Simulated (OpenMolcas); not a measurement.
# Mg I: effect of correlating more closed shells

```json
{"Program": "OpenMolcas", "Basis": "ANO-L-VTZP [5s4p2d1f]", "Scalar Hamiltonian": "non-relativistic, point nucleus", "Active space": "2 electrons in 4 orbitals (3s 3p)", "State averaging": "2S+1 = 3 even, 3 roots; 2S+1 = 1 even, 6 roots (1 in the spin-orbit step); 2S+1 = 3 odd, 3 roots; 2S+1 = 1 odd, 3 roots", "Spin-orbit coupling": "state interaction with AMFI integrals over the reference wave functions, term energies averaged over their components"}
```

Methods on the same reference wave functions:
A. CASSCF
B. SS-CASPT2, IPEA 0.25 Eh, imaginary shift 0.1 Eh (closed shells correlated: 2s 2p)
C. SS-CASPT2, IPEA 0.25 Eh, imaginary shift 0.1 Eh (closed shells correlated: 1s 2s 2p)

Energies in eV above 3s² ¹S₀, the measured ground level; measured values from NIST Handbook of Basic Atomic Spectroscopic Data.

| Level | A | B | C | Measured |
| --- | --- | --- | --- | --- |
| 3s² ¹S₀ | 0.0000 | 0.0000 | 0.0000 | 0.0000 |
| 3s 3p ³P°₀ | 2.5055 | 2.596 | 2.596 | 2.7091 |
| 3s 3p ³P°₁ | 2.5074 | 2.598 | 2.598 | 2.7116 |
| 3s 3p ³P°₂ | 2.5111 | 2.602 | 2.602 | 2.7166 |
| 3s 3p ¹P°₁ | 4.6587 | 4.490 | 4.490 | 4.3458 |

Deviations, from unrounded energies. A percentage is the sum of absolute deviations over the sum of measured energies, with the sign that they share, or ± where signs differ.

```
           Against measurement  Levels     A     B     C
mean absolute deviation (cm-1)       4  1900   980   980
      other configurations (%)       4  ±7.4  ±3.9  ±3.9
```

B, C lie about equally close to measurement and A furthest from it. The largest miss of B in the table is 3s 3p ¹P°₁, by +1200 cm-1. The ranking rests on the paired levels alone, and a cruder setting can come out closer through cancelling errors.

Between B and C no level of the table moves by more than 5 cm-1.

The lowest spin-free term lies below A's lowest term by 0.019 hartree in B, 0.019 hartree in C.

What an inner shell adds also hangs on whether the basis holds functions to correlate it.

Without dynamic correlation excited terms often stand tens of per cent too high (terms of higher spin than the ground term too low), and those without a measured partner can miss by more than the paired ones (holds for A). Computed and measured levels are paired by configuration, term and J; levels that our copy of the source lacks, or whose pairing is in doubt (as where it misses far off the trend of its configuration), stay unpaired and out of the deviations. Levels of configurations outside the active space are missing. The table leaves out levels that lie high or whose names do not pair safely across all columns.

° marks odd parity.
